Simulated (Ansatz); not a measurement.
Start from `C[CH](C)[Ga]([CH](C)C)[CH](C)C` and change one atom or group to get `C[CH](C)[GaH][CH](C)C`.

Ansatz, PBE0-D4/def2-TZVP geometries, multiplicity 1. Each molecule was computed in one conformer, which needn't be the lowest.

Scalar relativity is left out up to krypton.

```json
{"property": "size of the dipole moment (PBE/def2-TZVPP) / D", "`C[CH](C)[Ga]([CH](C)C)[CH](C)C`": "0.26"}
{"property": "HOMO energy (PBE/def2-TZVPP) / eV", "`C[CH](C)[Ga]([CH](C)C)[CH](C)C`": "-5.29"}
{"property": "HOMO–LUMO gap (B3LYP/def2-TZVPP) / eV", "`C[CH](C)[Ga]([CH](C)C)[CH](C)C`": "5.29"}
{"property": "HOMO energy (PBE0/def2-TZVPP) / eV", "`C[CH](C)[Ga]([CH](C)C)[CH](C)C`": "-6.43"}
{"property": "HOMO energy (B3LYP/def2-TZVPP) / eV", "`C[CH](C)[Ga]([CH](C)C)[CH](C)C`": "-6.24"}
{"property": "HOMO–LUMO gap (ωB97M-V/def2-TZVPP) / eV", "`C[CH](C)[Ga]([CH](C)C)[CH](C)C`": "9.51"}
```

**Question.** What does the change do to each property? (An estimate is asked.)

**Answer.** The calculation gave: 
```json
{"property": "size of the dipole moment (PBE/def2-TZVPP) / D", "`C[CH](C)[GaH][CH](C)C`": "0.77", "shift": "0.51"}
{"property": "HOMO energy (PBE/def2-TZVPP) / eV", "`C[CH](C)[GaH][CH](C)C`": "-5.50", "shift": "-0.21"}
{"property": "HOMO–LUMO gap (B3LYP/def2-TZVPP) / eV", "`C[CH](C)[GaH][CH](C)C`": "5.10", "shift": "-0.19"}
{"property": "HOMO energy (PBE0/def2-TZVPP) / eV", "`C[CH](C)[GaH][CH](C)C`": "-6.63", "shift": "-0.20"}
{"property": "HOMO energy (B3LYP/def2-TZVPP) / eV", "`C[CH](C)[GaH][CH](C)C`": "-6.45", "shift": "-0.21"}
{"property": "HOMO–LUMO gap (ωB97M-V/def2-TZVPP) / eV", "`C[CH](C)[GaH][CH](C)C`": "9.33", "shift": "-0.18"}
```

With PBE0 the HOMO falls by 0.20 eV and the LUMO falls by 0.39 eV, so the gap narrows by about 0.19 eV. PBE moves the HOMO by -0.21 eV and ωB97M-V by -0.20 eV. Dipoles are sizes alone; their direction can turn.

B3LYP here is the variant with VWN-RPA as its local correlation; programs differ in this.
